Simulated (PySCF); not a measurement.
Bi₃N: from structure and modes to constants

These are results of PySCF, PBE0, basis N def2-SVP, Bi def2-SVP with ECP60 (scalar-relativistic core potentials, no spin–orbit coupling, density fitting), not measurements.

The singlet minimum has C3v symmetry. Masses (u): N 14.00307, Bi 208.98038.

```xyz
4
charge 0 multiplicity 1, angstrom
N     0.0000    0.0000   -1.5135
Bi    1.6844    0.0000    0.0337
Bi   -0.8422    1.4587    0.0337
Bi   -0.8422   -1.4587    0.0337
```

Harmonic wavenumbers (cm⁻¹): 131.5 (e, ×2), 177.2 (a1, ×1), 386.3 (e, ×2), 547.5 (a1, ×1).

What is the harmonic zero-point energy?

Half the sum of all 6 wavenumbers, 1760/2 = 880 cm⁻¹, which is 10.5 kJ/mol (1 cm⁻¹ = 0.0119627 kJ/mol).

Find the vibrational entropy and heat capacity at 298.15 K.

With u = 1.43878 ω/T, each mode gives S = R[u/(eᵘ−1) − ln(1−e⁻ᵘ)] and C = R u² eᵘ/(eᵘ−1)².
```
  ω (cm⁻¹)      u  S (J/(mol K))  C (J/(mol K))
131.5 (×2)  0.635          12.23           8.04
     177.2  0.855           9.87           7.83
386.3 (×2)  1.864           4.24           6.27
     547.5  2.642           2.30           4.79
```
The sums over all modes are S = 45.1 and C = 41.2 J/(mol K); the softest mode gives 27 % of the entropy (each member, where degenerate).

Give the standard entropy (298.15 K, 1 bar) by its translational, rotational, vibrational and spin parts, and Cp.

Sackur–Tetrode with M = 640.94 u gives 189.5; rotation with symmetry number 3 gives 127.3; vibration 45.1; spin R ln 1 = 0.0. The total is 361.8 J/(mol K), and Cp = 4 R + 41.2 = 74.5 J/(mol K).

This need not be the most stable arrangement of these atoms. Spin–orbit coupling, left out here, can matter for elements this heavy.
